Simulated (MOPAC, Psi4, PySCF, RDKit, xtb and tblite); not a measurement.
Conformational energy of SMILES Oc1ccc(O[SiH3])s1, singlet. Scanned: dihedral H9–O1–C2–S8; all other coordinates were relaxed at GFN2-xTB. Points at φ and −φ are mirror images.

Atom numbering (GFN2-xTB optimised geometry, Å):
```
14

O     -3.1579     1.0690    -0.3373
C     -2.0210     0.3507    -0.2204
C     -1.9138    -0.9998    -0.2258
C     -0.5760    -1.4490    -0.0830
C      0.3255    -0.4426     0.0299
O      1.6393    -0.5534     0.1746
Si     2.8189     0.5662     0.3214
S     -0.4609     1.1190    -0.0375
H     -2.9668     2.0127    -0.3048
H     -2.7585    -1.6537    -0.3280
H     -0.2928    -2.4849    -0.0650
H      3.9382    -0.3501     0.4382
H      2.8475     1.4212    -0.8658
H      2.5783     1.3946     1.5035
```

Levels of theory: PBE0-D3(BJ)/def2-SVP // GFN2-xTB (Psi4); PM6, restricted, heats of formation // GFN2-xTB (MOPAC); GFN2-xTB (xtb and tblite); MMFF94 // GFN2-xTB (RDKit); RKS-BP86/6-31G* = restricted BP86/6-31G*, spherical d, density fitting // GFN2-xTB (PySCF 2.14.0); PBE-D3(BJ)/def2-SVP // GFN2-xTB (Psi4).

Energies in kcal/mol, each method relative to its own lowest point.

| φ / ° | PBE0-D3(BJ)/def2-SVP | PM6 | GFN2-xTB | MMFF94 | RKS-BP86/6-31G* | PBE-D3(BJ)/def2-SVP |
|---|---|---|---|---|---|---|
| -150 | 0.3 | 0.4 | 1.7 | 3.7 | 0.2 | 0.3 |
| -120 | 0.7 | 1.3 | 2.7 | 6.9 | 0.5 | 0.8 |
| -90 | 0.6 | 1.5 | 2.7 | 8.4 | 0.2 | 0.7 |
| -60 | 0.5 | 1.2 | 1.5 | 6.0 | 0.0 | 0.4 |
| -30 | 0.7 | 1.1 | 0.4 | 1.9 | 0.4 | 0.5 |
| 0 | 1.0 | 1.1 | 0.0 | 0.0 | 0.8 | 0.7 |
| 30 | 0.7 | 1.1 | 0.4 | 1.9 | 0.4 | 0.5 |
| 60 | 0.5 | 1.2 | 1.5 | 6.0 | 0.0 | 0.4 |
| 90 | 0.6 | 1.5 | 2.7 | 8.4 | 0.2 | 0.7 |
| 120 | 0.7 | 1.3 | 2.7 | 6.9 | 0.5 | 0.8 |
| 150 | 0.3 | 0.4 | 1.7 | 3.7 | 0.2 | 0.3 |
| 180 | 0.0 | 0.0 | 1.1 | 2.2 | 0.0 | 0.0 |

Root-mean-square difference from the PBE-D3(BJ)/def2-SVP profile, itself a level with limits, after the best constant shift (kcal/mol): PBE0-D3(BJ)/def2-SVP 0.1, PM6 0.3, GFN2-xTB 0.9, MMFF94 2.6, RKS-BP86/6-31G* 0.2.

MMFF94 has few fitted parameters for silicon.
